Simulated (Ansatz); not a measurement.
HLiO, charge +1, doublet, at a GFN2-xTB geometry (such geometries of metal compounds can be far from the true shape) (a state made from the parent by changing its charge; the spin is typed, not shown lowest); PBE/def2-SVP in Ansatz (a quantum-chemistry and plane-wave program).

Here is a job for Ansatz.
Ansatz 0.2 input:
```yaml
crystal:
  periodic: [false, false, false]
  atoms:
    - {symbol: Li, position_ang: [-0.00000000, -0.00000000, -1.42494255]}
    - {symbol: O, position_ang: [0.00000000, 0.00000000, 0.36662930]}
    - {symbol: H, position_ang: [0.00000000, 0.00000000, 1.34179325]}
basis:
  gaussian:
    orbitals: def2-SVP
hamiltonian:
  xc: pbe
total_charge: 1
magnetization: {spin_polarized: true, initial_magnetization: 1}
accuracy: high
```

Output, abridged:

```
Functional definition: PBE
555 factors; integrals over basis functions are off by at most 3.4e-9 eV
mean field evaluation 1: about -2243.6434 eV, gradient 5.5e1 eV
mean field evaluation 2: about -2217.6747 eV, gradient 9.2e1 eV
mean field evaluation 4: about -2255.2860 eV, gradient 7.3e-1 eV
mean field evaluation 8: about -2255.2866 eV, gradient 9.9e-4 eV
mean field evaluation 16: about -2255.1371 eV, gradient 6.2e0 eV
mean field -2255.28658993 eV, -82.8802534918 hartree, gradient 8.3e-8 eV, S^2 0.751790; 1 other end points of the search recorded, 0 dependent functions left out
reference -2255.28660197 eV, -82.8802539344 hartree; 6, 5 occupied and 22, 23 virtual orbitals, 555 factors
Total energy: -2255.28660197 eV, -82.8802539344 hartree
```
